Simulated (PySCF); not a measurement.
Record of a relaxation.

Compound: CH5GeNO2.
Numbering: `[NH2:1][GeH2:2][C:3](=[O:4])[OH:5]` (hydrogens: H6, H7 on N1; H8, H9 on Ge2; H10 on O5)

Computed by this run: PySCF, PBE0-D3(BJ)/def2-SVP geometry optimisation, gas phase; density fitting, grid level 1; the optimiser is geomeTRIC in internal coordinates, started from a GFN2-xTB structure with every atom displaced at random (about 0.01 Å). The frame can shift and turn from step to step; on so coarse a grid that alone can change the energy by a few meV, and forces under 0.02 eV/Å are noise.

Step 0: E = -63194.4985 eV, largest atomic force 2.433 eV/Å
```
atom  x, y, z in Å  |  force x, y, z in eV/Å
N1     -1.669    0.741   -0.405   -0.754   1.976  -0.385
Ge2    -0.684   -0.658    0.087    0.691   0.179   0.348
C3      1.193   -0.147    0.505    1.812   0.541   1.531
O4      1.689    0.179    1.578   -1.162  -0.513  -1.462
O5      1.938   -0.160   -0.615   -0.018  -0.046  -0.386
H6     -1.428    1.227   -1.275   -0.012  -0.394   0.238
H7     -1.823    1.477    0.294    0.042  -0.469  -0.173
H8     -1.334   -1.213    1.299   -0.288  -0.417   0.885
H9     -0.691   -1.580   -1.065    0.111  -0.815  -0.867
H10     2.859    0.113   -0.426   -0.421  -0.043   0.271
```

Step 1: E = -63194.6451 eV, largest atomic force 0.810 eV/Å
```
atom  x, y, z in Å  |  force x, y, z in eV/Å
N1     -1.698    0.789   -0.455    0.049  -0.321   0.151
Ge2    -0.689   -0.675    0.033   -0.057   0.156  -0.327
C3      1.202   -0.155    0.465   -0.749  -0.272  -0.149
O4      1.478    0.161    1.587    0.536   0.225   0.325
O5      2.057   -0.133   -0.562    0.242   0.050   0.064
H6     -1.426    1.231   -1.326    0.062   0.046  -0.092
H7     -1.777    1.499    0.267    0.002   0.051   0.031
H8     -1.292   -1.235    1.332    0.078   0.029  -0.072
H9     -0.724   -1.674   -1.143   -0.031   0.064   0.091
H10     2.920    0.170   -0.219   -0.132  -0.027  -0.022
```

Step 2: E = -63194.6531 eV, largest atomic force 0.599 eV/Å
```
atom  x, y, z in Å  |  force x, y, z in eV/Å
N1     -1.700    0.785   -0.464    0.032  -0.062   0.014
Ge2    -0.693   -0.669    0.024   -0.080   0.088   0.054
C3      1.183   -0.152    0.505    0.533   0.113   0.162
O4      1.581    0.185    1.589   -0.466  -0.038   0.252
O5      2.013   -0.152   -0.543    0.002  -0.116  -0.588
H6     -1.408    1.235   -1.327    0.009   0.013   0.005
H7     -1.792    1.491    0.262    0.000   0.014  -0.012
H8     -1.305   -1.239    1.307   -0.021  -0.035   0.018
H9     -0.710   -1.658   -1.153    0.061   0.037   0.045
H10     2.881    0.153   -0.221   -0.069  -0.015   0.050
```

Step 3: E = -63194.6689 eV, largest atomic force 0.162 eV/Å
```
atom  x, y, z in Å  |  force x, y, z in eV/Å
N1     -1.696    0.786   -0.462    0.000   0.001  -0.002
Ge2    -0.691   -0.666    0.027   -0.021   0.021   0.011
C3      1.188   -0.154    0.495    0.003   0.027   0.160
O4      1.535    0.182    1.598   -0.040  -0.034  -0.149
O5      2.021   -0.156   -0.555    0.018  -0.010  -0.021
H6     -1.403    1.236   -1.325    0.001   0.005   0.013
H7     -1.786    1.494    0.262   -0.002   0.006  -0.012
H8     -1.298   -1.239    1.311   -0.011  -0.018   0.011
H9     -0.704   -1.656   -1.146    0.016  -0.003  -0.006
H10     2.884    0.151   -0.225    0.037   0.005  -0.004
```

Step 4: E = -63194.6694 eV, largest atomic force 0.027 eV/Å
```
atom  x, y, z in Å  |  force x, y, z in eV/Å
N1     -1.697    0.789   -0.462    0.000  -0.009   0.007
Ge2    -0.693   -0.663    0.028   -0.009   0.011  -0.001
C3      1.188   -0.154    0.496   -0.003   0.003   0.027
O4      1.534    0.185    1.596    0.001   0.006  -0.007
O5      2.024   -0.163   -0.554    0.012  -0.012  -0.017
H6     -1.401    1.240   -1.324    0.005   0.004  -0.001
H7     -1.791    1.497    0.261   -0.002   0.004  -0.002
H8     -1.303   -1.241    1.311    0.000  -0.003  -0.005
H9     -0.699   -1.653   -1.146    0.003   0.001  -0.004
H10     2.889    0.143   -0.226   -0.009  -0.005   0.002
```

Step 5: E = -63194.6696 eV, largest atomic force 0.040 eV/Å
```
atom  x, y, z in Å  |  force x, y, z in eV/Å
N1     -1.697    0.793   -0.463   -0.001   0.002   0.003
Ge2    -0.694   -0.660    0.028    0.003  -0.002  -0.001
C3      1.187   -0.154    0.498    0.001  -0.010  -0.034
O4      1.534    0.191    1.596    0.009   0.018   0.035
O5      2.024   -0.175   -0.551   -0.004  -0.009   0.004
H6     -1.396    1.246   -1.322    0.004   0.001  -0.003
H7     -1.795    1.500    0.261   -0.001  -0.001   0.003
H8     -1.309   -1.241    1.307    0.001   0.002  -0.005
H9     -0.694   -1.648   -1.148   -0.004   0.004  -0.002
H10     2.891    0.128   -0.225   -0.008  -0.005   0.002
```

Step 6: E = -63194.6698 eV, largest atomic force 0.081 eV/Å
```
atom  x, y, z in Å  |  force x, y, z in eV/Å
N1     -1.695    0.802   -0.465    0.000   0.013  -0.003
Ge2    -0.697   -0.653    0.026    0.014  -0.015  -0.001
C3      1.185   -0.156    0.502    0.005  -0.019  -0.079
O4      1.532    0.203    1.595    0.011   0.021   0.051
O5      2.026   -0.203   -0.545   -0.019  -0.003   0.032
H6     -1.386    1.260   -1.319    0.000  -0.001  -0.003
H7     -1.800    1.506    0.261    0.001  -0.004   0.006
H8     -1.320   -1.239    1.299    0.002   0.005  -0.002
H9     -0.690   -1.637   -1.153   -0.011   0.006  -0.001
H10     2.895    0.096   -0.220   -0.004  -0.003   0.001
```

Step 7: E = -63194.6699 eV, largest atomic force 0.089 eV/Å
```
atom  x, y, z in Å  |  force x, y, z in eV/Å
N1     -1.691    0.816   -0.467    0.002   0.016  -0.006
Ge2    -0.701   -0.645    0.022    0.017  -0.019  -0.003
C3      1.183   -0.160    0.505    0.003  -0.024  -0.086
O4      1.527    0.217    1.593    0.009   0.018   0.046
O5      2.030   -0.239   -0.535   -0.021   0.004   0.042
H6     -1.374    1.278   -1.315   -0.003  -0.001  -0.001
H7     -1.800    1.516    0.263    0.004  -0.004   0.006
H8     -1.332   -1.234    1.288    0.003   0.005   0.002
H9     -0.692   -1.624   -1.162   -0.014   0.007   0.000
H10     2.901    0.054   -0.210    0.001  -0.002   0.000
```

Step 8: E = -63194.6701 eV, largest atomic force 0.062 eV/Å
```
atom  x, y, z in Å  |  force x, y, z in eV/Å
N1     -1.682    0.842   -0.468    0.004   0.013  -0.004
Ge2    -0.708   -0.632    0.012    0.011  -0.015  -0.006
C3      1.179   -0.169    0.506   -0.005  -0.019  -0.058
O4      1.516    0.236    1.586    0.004   0.008   0.023
O5      2.038   -0.301   -0.519   -0.012   0.009   0.034
H6     -1.354    1.311   -1.309   -0.005   0.001   0.001
H7     -1.792    1.534    0.269    0.006  -0.001   0.005
H8     -1.352   -1.224    1.272    0.003   0.002   0.005
H9     -0.705   -1.602   -1.179   -0.013   0.005   0.001
H10     2.910   -0.015   -0.191    0.005  -0.001  -0.001
```

Step 9: E = -63194.6704 eV, largest atomic force under 0.02 eV/Å
```
atom  x, y, z in Å  |  force x, y, z in eV/Å
N1     -1.668    0.876   -0.467    0.003   0.003   0.003
Ge2    -0.717   -0.619    0.000    0.001  -0.003  -0.007
C3      1.173   -0.184    0.503   -0.013  -0.003  -0.006
O4      1.501    0.252    1.574   -0.003  -0.005  -0.008
O5      2.046   -0.373   -0.499    0.008   0.002   0.011
H6     -1.330    1.352   -1.299   -0.005   0.002   0.002
H7     -1.771    1.558    0.280    0.008   0.004   0.002
H8     -1.371   -1.209    1.254    0.002  -0.002   0.005
H9     -0.731   -1.577   -1.200   -0.007   0.002   0.001
H10     2.919   -0.097   -0.167    0.006   0.000  -0.001
```

Q: Summarise the path.

A: The energy falls by 0.1718 eV from step 0 to step 9; nine tenths of that is first reached at step 3. It falls at every step. The largest force goes from 2.433 to under 0.02 eV/Å. Among the bonds Ge2–H9 changes most, from 1.476 to 1.536 Å; the atoms move by 0.116 Å rms after alignment.

Q: Follow the three bonds and two angles with the largest change from start to end.

A: 
| step | E above end (eV) | largest force (eV/Å) | Ge2–H9 (Å) | N1–Ge2 (Å) | Ge2–H8 (Å) | Ge2–C3–O4 (°) | C3–O5–H10 (°) |
| --- | --- | --- | --- | --- | --- | --- | --- |
| 0 | 0.1718 | 2.433 | 1.476 | 1.780 | 1.482 | 129.3 | 111.0 |
| 1 | 0.0252 | 0.810 | 1.544 | 1.844 | 1.538 | 119.1 | 107.5 |
| 2 | 0.0173 | 0.599 | 1.538 | 1.834 | 1.532 | 126.7 | 107.1 |
| 3 | 0.0015 | 0.162 | 1.535 | 1.832 | 1.532 | 123.8 | 106.6 |
| 4 | 0.0010 | 0.027 | 1.536 | 1.832 | 1.534 | 123.7 | 106.8 |
| 5 | 0.0008 | 0.040 | 1.536 | 1.832 | 1.534 | 123.9 | 106.8 |
| 6 | 0.0006 | 0.081 | 1.536 | 1.831 | 1.534 | 124.2 | 106.7 |
| 7 | 0.0005 | 0.089 | 1.536 | 1.831 | 1.534 | 124.3 | 106.7 |
| 8 | 0.0003 | 0.062 | 1.536 | 1.831 | 1.533 | 124.3 | 106.7 |
| 9 | 0.0000 | under 0.02 | 1.536 | 1.831 | 1.533 | 124.0 | 106.7 |

The cost below is that of the whole optimisation. On one thread of an Arm Neoverse N1, shared host with 64 logical CPUs at a one-minute load of 60, this took 87 s wall and 0.46 GiB of memory at its peak.
